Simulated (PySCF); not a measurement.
hydrogen iodide (HI), singlet, geometry from GFN2-xTB (core potentials on I). Base run: B3LYP/def2-SV(P) (PySCF).

Here is a job for PySCF.
```python
from pyscf import gto, scf, dft

mol = gto.Mole()
mol.atom = '''
    I    -0.000000   -0.000000   -0.029099
    H     0.000000    0.000000    1.542226
'''
mol.basis = 'def2-sv(p)'
mol.ecp = {'I': 'def2-sv(p)'}
mol.charge = 0
mol.spin = 0
mol.verbose = 4
mol.build()

mf = dft.RKS(mol)
mf.xc = 'b3lyp'
mf.kernel()
mf.analyze()
```

Variants of this job, named by their change:

| change | ΔE vs base (µEh) | SCF cycles | outcome |
|---|---|---|---|
| base | 0.0 | 8 | converged |
| diis = off; damp = 0.6 (with mf.diis_start_cycle = 200; with mf.max_cycle = 150) | 0.0 | 19 | converged |
| conv_tol_grad = 1e-7 | 0.0 | 10 | converged |
| init_guess = vsap | - | - | input refused |
| diis_space = 4 | 0.0 | 8 | converged |
| DIIS = EDIIS | - | 50 | not converged |
| level_shift = 0.1 (with mf.max_cycle = 100) | 0.0 | 9 | converged |
| level_shift = 0.3 (with mf.max_cycle = 100) | 0.0 | 10 | converged |
| init_guess = huckel | 0.0 | 7 | converged |
| diis = off; damp = 0.3 (with mf.diis_start_cycle = 200; with mf.max_cycle = 150) | 0.0 | 13 | converged |
| conv_tol_grad = 1e-3 | 0.0 | 8 | converged |
| level_shift = 1.0 (with mf.max_cycle = 100) | 0.0 | 26 | converged |
| solver = newton | 0.0 | - | converged |

- init_guess = vsap: ended with `AssertionError: ECP or PP not supported`
